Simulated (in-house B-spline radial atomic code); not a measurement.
Radial electron density of Kr, [Ar] 3d10 4s2 4p5 6g1. Level of theory: Dirac-Hartree-Fock, average of configuration, Fermi nucleus of rms radius 4.1884 fm; calculated with a radial B-spline atomic code at the basis-set limit.

Columns: r (bohr), 4πr²n(r) (electrons per bohr), bar.

```
 0.00161    1.167 #
 0.00211    1.897 ##
 0.00275    3.021 ###
 0.00359    4.756 ####
 0.00469     7.36 ######
 0.00612     11.1 #########
 0.00799    16.24 ##############
  0.0104    22.72 ###################
  0.0136    30.35 ##########################
  0.0178     37.9 ################################
  0.0232    43.37 ####################################
  0.0303    44.99 ######################################
  0.0396    42.27 ####################################
  0.0517    38.03 ################################
  0.0675    37.65 ################################
  0.0881    44.14 #####################################
   0.115    52.32 ############################################
    0.15    51.62 ###########################################
   0.196    39.81 #################################
   0.256    30.07 #########################
   0.334    32.77 ############################
   0.436    37.39 ###############################
    0.57    29.98 #########################
   0.744    15.94 #############
   0.971    7.475 ######
    1.27    5.635 #####
    1.66    4.738 ####
    2.16    2.748 ##
    2.82   0.9677 #
    3.68   0.1928 
    4.81  0.01871 
    6.28 0.0008289 
     8.2 0.0006205 
    10.7 0.002982 
      14  0.01003 
    18.2  0.01855 
    23.8  0.01158 
    31.1 0.0004643 
    40.6  0.02612 
      53  0.02832 
    69.2  0.00535 
    90.3 0.0001598 
     118 4.83e-07 
     154 8.448e-11
```

On this grid the curve has 5 maxima, near 0.0303, 0.115, 0.436, 18.2, 53 bohr.

The 6g7/2 radial function P(r) = rR(r), positive near the nucleus, with its small component Q(r) (sign convention: Q ≈ (P' + κP/r)/2c):

```csv
r (bohr),P,Q
2.82,0.0003797,4.05e-06
4.81,0.003502,2.123e-05
8.2,0.02474,7.986e-05
14,0.1002,0.0001512
23.8,0.1076,1.97e-05
40.6,-0.1616,-8.806e-05
69.2,-0.07315,2.962e-06
118,-0.000695,2.004e-07
```
